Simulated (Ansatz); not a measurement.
Ta2O5⁺. Total charge 1; doublet. Geometry PBE-D4/def2-SVP.

| atom | x (Å) | y (Å) | z (Å) |
| --- | --- | --- | --- |
| Ta1 | 1.7698 | -1.0816 | 0.3754 |
| Ta2 | -0.7667 | 0.3551 | 0.1661 |
| O3 | 2.5314 | -0.9684 | -1.1576 |
| O4 | -0.0581 | -1.4750 | 0.0105 |
| O5 | -2.0991 | 1.3915 | -0.7597 |
| O6 | 1.0910 | 0.6612 | 0.7394 |
| O7 | -2.4683 | 1.1173 | 0.6259 |

In the def2 sets Ta takes a core potential; there is no spin–orbit coupling. The structure holds 1 bond(s) between oxygen atoms. Another isomer (doublet) lies 2.34 eV lower at PBE0-D4/def2-TZVP; other spin states weren't run for this one.

(1) Estimate the α-spin orbital energies around the gap (eV) in Ansatz with PBE-D4/def2-SVP, PBE-D4/def2-TZVP, r2SCAN-D4/def2-TZVP, PBE0-D4/def2-TZVP, ωB97X-V/def2-TZVP.

Results:

(1) 
| orbital | PBE-D4/def2-SVP | PBE-D4/def2-TZVP | r2SCAN-D4/def2-TZVP | PBE0-D4/def2-TZVP | ωB97X-V/def2-TZVP |
| --- | --- | --- | --- | --- | --- |
| HOMO−9 | -15.25 | -15.24 | -15.48 | -16.76 | -19.34 |
| HOMO−8 | -14.97 | -14.91 | -15.27 | -16.60 | -19.09 |
| HOMO−7 | -14.76 | -14.77 | -14.97 | -16.22 | -18.55 |
| HOMO−6 | -14.18 | -14.16 | -14.44 | -15.77 | -18.28 |
| HOMO−5 | -14.10 | -14.01 | -14.43 | -15.65 | -17.99 |
| HOMO−4 | -13.49 | -13.43 | -13.79 | -15.11 | -17.63 |
| HOMO−3 | -13.33 | -13.26 | -13.61 | -14.87 | -17.34 |
| HOMO−2 | -12.55 | -12.57 | -12.64 | -13.76 | -15.87 |
| HOMO−1 | -11.32 | -11.31 | -11.27 | -12.28 | -14.43 |
| HOMO | -10.06 | -10.03 | -10.23 | -10.95 | -13.00 |
| LUMO | -9.40 | -9.48 | -9.49 | -9.04 | -7.17 |
| LUMO+1 | -9.13 | -9.13 | -8.89 | -8.33 | -6.13 |
| LUMO+2 | -8.82 | -8.84 | -8.68 | -8.10 | -6.06 |
| LUMO+3 | -7.80 | -7.85 | -7.64 | -6.91 | -4.74 |
| LUMO+4 | -7.71 | -7.69 | -7.52 | -6.86 | -4.44 |
| LUMO+5 | -6.46 | -6.57 | -6.32 | -5.81 | -3.74 |
| β HOMO | -11.33 | -11.32 | -11.33 | -12.41 | -14.50 |
| β LUMO | -9.23 | -9.19 | -9.12 | -8.84 | -7.16 |
